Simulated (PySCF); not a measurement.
How the method changes the constants of In₂⁺

State: ²Σg⁺ (doublet), unpaired electrons σ ↑. Set-up: basis In def2-SVP with ECP28; scalar-relativistic core potentials; PySCF 2.14. De refers to In⁺ + In in their high-spin ground configurations, without counterpoise correction. The functionals are run spin-unrestricted.

```
      Level  Re (Å)  ωe (cm⁻¹)  De (eV)
        UHF   3.631       70.3     1.05
    UHF-MP2   3.524       75.1     1.20
UHF-SCS-MP2   3.554       73.1     1.14
   UHF-CCSD   3.533       75.6     1.18
UHF-CCSD(T)   3.520       76.5     1.21
        LDA   3.498       71.1     1.66
        PBE   3.633       64.7     1.49
     PBEsol   3.554       68.6     1.55
     r²SCAN   3.573       68.8     1.48
      TPSSh   3.577       68.0     1.43
       PBE0   3.563       70.8     1.42
```

Problem. Which functional lies closest to UHF-CCSD(T) in De, which farthest, and by how much do they differ from it?

Solution. Closest is PBE0 (+4.3 pm in Re, -7.5 % in ωe, +0.21 eV in De against UHF-CCSD(T) in the same basis), farthest LDA (-2.2 pm in Re, -7.1 % in ωe, +0.45 eV in De). CCSD(T) converges more slowly with the basis than the functionals do and binds too weakly in this one, so the order can change at the basis-set limit.

Problem. What does a quarter of exact exchange do here, going from PBE to PBE0?

Solution. PBE0 less PBE: -7.0 pm in Re, +9.4 % in ωe, -0.07 eV in De. Exact exchange removes part of the self-interaction that spreads semilocal densities, and in most molecules shortens and stiffens the bond and lowers De; so it does here.

Problem. What does the step from GGA to meta-GGA do here, going from PBE to r²SCAN?

Solution. r²SCAN less PBE: -6.0 pm in Re, +6.3 % in ωe, -0.01 eV in De. 

Correlated steps freeze 8 core orbitals. Correlated levels converge slowly with the basis: in double zeta they bind strong bonds too weakly, by up to about 1 eV, and carry superposition errors of some tenths. These are scalar-relativistic numbers at best; spin–orbit coupling would shift them, the dissociation energy most. The state is the lowest determinant that a PBE0 search found; another state may lie lower at other levels.

The whole job (state search and all levels along the bond) took about 1.2 min on 1 thread of AMD EPYC 9R45 96-Core (shared host), peak memory 0.62 GiB.
